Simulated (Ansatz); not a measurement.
Start from `C[SiH](F)CF` and change one atom or group to get `C[SiH](F)[SiH3]`.

Ansatz, PBE0-D4/def2-TZVP geometries, multiplicity 1. Each molecule was computed in one conformer, which needn't be the lowest.

```
                               property  `C[SiH](F)CF`
     HOMO energy (PBE0/def2-TZVPP) / eV          -8.59
HOMO–LUMO gap (ωB97M-V/def2-TZVPP) / eV          12.96
     LUMO energy (PBE0/def2-TZVPP) / eV           0.27
      LUMO energy (PBE/def2-TZVPP) / eV          -0.70
    LUMO energy (B3LYP/def2-TZVPP) / eV           0.02
      HOMO energy (PBE/def2-TZVPP) / eV          -7.05
```

**Question.** Give the same properties after the change, and the shifts. (Best estimate.)

**Answer.** Ansatz gave: 
```csv
property,`C[SiH](F)[SiH3]`,shift
HOMO energy (PBE0/def2-TZVPP) / eV,-8.07,0.52
HOMO–LUMO gap (ωB97M-V/def2-TZVPP) / eV,11.69,-1.27
LUMO energy (PBE0/def2-TZVPP) / eV,-0.22,-0.49
LUMO energy (PBE/def2-TZVPP) / eV,-1.09,-0.39
LUMO energy (B3LYP/def2-TZVPP) / eV,-0.39,-0.41
HOMO energy (PBE/def2-TZVPP) / eV,-6.89,0.16
```

With PBE0 the HOMO rises by 0.52 eV and the LUMO falls by 0.49 eV, so the gap narrows by about 1.01 eV. PBE moves the HOMO by 0.16 eV and ωB97M-V by 0.76 eV.

B3LYP here is the variant with VWN-RPA as its local correlation; programs differ in this.
